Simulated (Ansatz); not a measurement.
Abridged output of a molecular run in Ansatz:

```
Functional definition: HF
1552 factors; integrals over basis functions are off by at most 1.0e-3 eV
mean field evaluation 1: about -19783.7782 eV, gradient 4.6e1 eV
mean field evaluation 2: about -19783.9584 eV, gradient 4.6e1 eV
mean field evaluation 4: about -19788.4142 eV, gradient 4.2e0 eV
mean field evaluation 8: about -19788.4914 eV, gradient 3.2e-1 eV
mean field evaluation 16: about -19788.4920 eV, gradient 2.4e-6 eV
mean field -19788.49202278 eV, -727.2136687156 hartree, gradient 2.4e-6 eV, S^2 0.000000; 0 other end points of the search recorded, 0 dependent functions left out
11 core orbitals not correlated: weight in the atoms' cores, before any rotation towards them, 1.000 or more for the frozen orbitals, at most 0.000 for the correlated occupied ones
reference -19788.49202278 eV, -727.2136687156 hartree; 18, 18 occupied and 209, 209 virtual orbitals, 1552 factors
second order -25.40413859 eV of doubles, -0.00000000 eV of singles
cycle   1  -25.49202664 eV  change   -8.8e-2 eV  update   1.1e-1
cycle   2  -26.09803632 eV  change   -6.1e-1 eV  update   3.4e-2
cycle   3  -26.23133851 eV  change   -1.3e-1 eV  update   1.8e-2
cycle   4  -26.22210613 eV  change    9.2e-3 eV  update   4.4e-3
cycle   5  -26.21884064 eV  change    3.3e-3 eV  update   1.9e-3
cycle   6  -26.21939476 eV  change   -5.5e-4 eV  update   6.0e-4
cycle   7  -26.21921559 eV  change    1.8e-4 eV  update   2.5e-4
cycle   8  -26.21913506 eV  change    8.1e-5 eV  update   7.6e-5
cycle   9  -26.21916649 eV  change   -3.1e-5 eV  update   3.1e-5
perturbative correction -0.96783776 eV, -0.0355673815 hartree
Total energy: -19815.67902703 eV, -728.2127726935 hartree
```

Its atoms:

Cartesian coordinates in Å:
```
C -1.350 -0.638 0.539
Sn 0.397 0.537 0.282
O 0.063 1.451 -1.428
S 2.393 -0.784 0.044
H -1.265 -1.246 1.439
H -2.217 0.017 0.619
H -1.468 -1.285 -0.330
H 0.762 1.686 1.493
H 0.849 1.865 -1.793
H 1.835 -1.602 -0.864
```

Question: Which basis set was used?
A. cc-pV(Q+d)Z
B. def2-TZVPP
C. def2-SVPD
D. def2-TZVPPD

Answer: B. It gives 238 functions.

Question: Write the keys of the input that set method, charge and spin (a neutral closed shell needs none for the last two).

Answer: 
```yaml
correlation: {method: ccsd_t}
```
